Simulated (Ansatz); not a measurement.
Gas-phase reaction R1 → 2 P1, each structure at its B3LYP-D3(BJ)/def2-TZVP stationary point, reached from a drawn start (curvature not checked).
R1, Cl2 (SMILES ClCl) (charge 0, multiplicity 1):
```xyz
2

Cl     0.0000     0.0000     1.0068
Cl     0.0000     0.0000    -1.0068
```
P1: Cl atom, charge 0, multiplicity 2.

P less R. No zero-point or thermal terms; singlets are restricted closed shells; open shells are unrestricted; no spin–orbit coupling.

Frozen-core correlation throughout. CBS(a, b) extrapolates the correlation energy as X⁻³ and adds the Hartree–Fock energy of set b.

Run with Ansatz (an electronic-structure program). No computed number here is a measurement.

| level | reaction energy (kcal/mol) |
|---|---|
| HF/cc-pV(T+d)Z | 18.47 |
| SVWN5/def2-TZVPP | 82.73 |
| revPBE/def2-TZVPP | 60.28 |
| B97M-V/def2-TZVPP | 60.17 |
| wB97X-V/def2-TZVPP | 58.10 |
| wB97M-V/def2-TZVPP | 60.32 |
| MP2/CBS(cc-pV(T+d)Z, cc-pV(Q+d)Z) | (withheld) |
| CCSD(T)/cc-pV(T+d)Z | (withheld) |
| CCSD(T)/CBS(cc-pV(T+d)Z, cc-pV(Q+d)Z) | (withheld) |

Problem. Complete the blanks.

Solution. 
- MP2/CBS(cc-pV(T+d)Z, cc-pV(Q+d)Z), reaction energy (kcal/mol): 63.67
- CCSD(T)/cc-pV(T+d)Z, reaction energy (kcal/mol): 53.25
- CCSD(T)/CBS(cc-pV(T+d)Z, cc-pV(Q+d)Z), reaction energy (kcal/mol): 58.95
